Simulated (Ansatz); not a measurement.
```xyz
10

B     1.0248    2.2527    0.5643
Al    0.4303    0.8842   -0.9441
O    -0.2579   -0.5808   -0.4572
Si   -0.8948   -1.9318    0.1735
H     2.1192    2.2419    1.0554
H     0.2960    3.1043    0.9920
H     0.5758    1.1174   -2.5085
H    -0.0637   -3.1099   -0.1926
H    -0.9549   -1.8393    1.6586
H    -2.2748   -2.1387   -0.3414
```

The species carries charge 0 and has multiplicity 1.

List the ωB97M-V/def2-TZVPP orbital energies in eV (Ansatz). (An estimate is asked.)

Computed: Occupied: -1807.22, -1532.06, -525.73, -188.21, -148.20, -116.66, -102.34, -102.30, -102.30, -76.34, -76.17, -76.11, -29.86, -18.17, -16.73, -14.89, -13.44, -13.42, -12.28, -12.27, -11.17, -11.08, -9.62. Lowest empty: -0.56, 0.60, 1.80, 2.72, 3.13, 3.36, 3.40, 3.59.
